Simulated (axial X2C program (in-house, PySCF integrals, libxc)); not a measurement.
**Low determinants of BSe⁻ at the PBE0 level, with spin–orbit coupling**

Calculated with an in-house all-electron X2C program for linear molecules (integrals from PySCF). Two-component (2c) means X2C with spin–orbit coupling and atomic mean-field two-electron Coulomb and Gaunt terms. Basis: Se dyall-acv3z [9s10p7d5f1g], B dyall-av3z [8s7p3d2f] (cores contracted in-house); Gaussian nuclei, density fitting, unrestricted open shells. Masses: Se 79.917 u, B 11.009 u.

Search at 1.850 Å (vertical energies from the lowest determinant):

| ΔE (eV) | state | electrons beyond evenly filled partner blocks | electrons in ±ω = 1/2, 3/2, 5/2, 7/2 |
| --- | --- | --- | --- |
| 0.00 | Ω = 0 | none | 28 10 2 0 |
| 2.19 | Ω = 2 | ω = 1/2, ω = 3/2 | 27 11 2 0 |
| 2.62 | Ω = 1 | 2 × ω = 1/2 | 28 10 2 0 |
| 2.65 | Ω = 1 | ω = -1/2, ω = 3/2 | 27 11 2 0 |
| 3.98 | Ω = 1 | ω = -1/2, ω = 3/2 | 29 9 2 0 |
| 4.00 | Ω = 3 | 2 × ω = 3/2 | 28 10 2 0 |
| 4.14 | Ω = 2 | ω = 1/2, ω = 3/2 | 29 9 2 0 |

Lowest determinant, Ω = 0 (closed shell): Re = 1.825 Å, ωe = 813.1 cm⁻¹.

The determinant in row 2 of the search, Ω = 2 (⟨Sz⟩ = 1.00, ⟨Lz⟩ = 1.00 at PBE0), was followed along the bond at PBE0; measured from the minimum of the lowest determinant it gives:

Te = 2.197 eV (17716 cm⁻¹), Re = 1.833 Å, ωe = 745.3 cm⁻¹.

Problem. Compare the bond of the determinant in row 2 with that of the lowest one.

Solution. At PBE0 its Re is 0.008 Å longer and its force constant, which goes as ωe², is 0.84 times that of the lowest determinant. T0 ≈ Te + Δωe/2 = 17716 + (-34) = 17682 cm⁻¹.

The search compares states at one distance, so a state with another bond length can lie lower; it is not exhaustive and yields mostly the lowest determinant of each block pattern, so other components and higher states of one pattern are missing. These are energies of single determinants, not of spin-adapted states; PBE0 term energies can be off by some tenths of an eV, and the functional has no current term. Open-shell Ω = 0 determinants with evenly filled partner blocks cannot be reached by this program, so the Ω shown need not be the lowest component. For an anion, determinants above electron detachment are held by the basis set. Row 2 has a positive highest level at its minimum.
